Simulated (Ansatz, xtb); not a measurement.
Bond stretch in PH, triplet.

- UCCSD(T) = CCSD(T) on UHF/aug-cc-pVDZ, frozen core run with Ansatz (a program for electronic structure)
- GFN1-xTB (xtb)
- ROMP2 = Ansatz with MP2 on ROHF/aug-cc-pVDZ, frozen core

Total energies in hartree (comparable only within one method and basis):

```
R / Å    UCCSD(T)  GFN1-xTB       ROMP2
-----  ----------  --------  ----------
1.07   -341.30290  -2.93971  -341.27953
1.13   -341.33908  -2.97613  -341.31552
1.23   -341.37678  -3.00986  -341.35280
1.26   -341.38392  -3.01557  -341.35978
1.33   -341.39500  -3.02368  -341.37044
1.39   -341.39958  -3.02637  -341.37460
1.43   -341.40070  -3.02659  -341.37540
1.48   -341.40038  -3.02549  -341.37465
1.52   -341.39903  -3.02374  -341.37291
1.56   -341.39689  -3.02133  -341.37035
1.66   -341.38910  -3.01300  -341.36132
1.73   -341.38232  -3.00556  -341.35351
1.89   -341.36512  -2.98513  -341.33343
2.12   -341.34090  -2.95378  -341.30382
2.36   -341.32089  -2.92363  -341.27584
2.59   -341.30856  -2.89849  -341.25320
2.85   -341.30154  -2.87543           —
3.15   -341.29832  -2.85600           —
3.53   -341.29692  -2.84070           —
3.92   -341.29643         —           —
4.29   -341.29624         —           —
4.97   -341.29611         —           —
5.72   -341.29607         —           —
```

Dashes: no converged value, or the column stops at the first point that the program doubted or that broke a chosen test of continuity, which isn't proof of a fault.

The unrestricted determinant behind UCCSD(T) is spin-contaminated at 1.89 to 5.72 Å (<S²> up to 3.0, against 2.00 for a pure triplet). The T1 diagnostic of CCSD on the restricted reference of ROMP2 exceeds 0.045 at 2.12 to 2.59 Å.
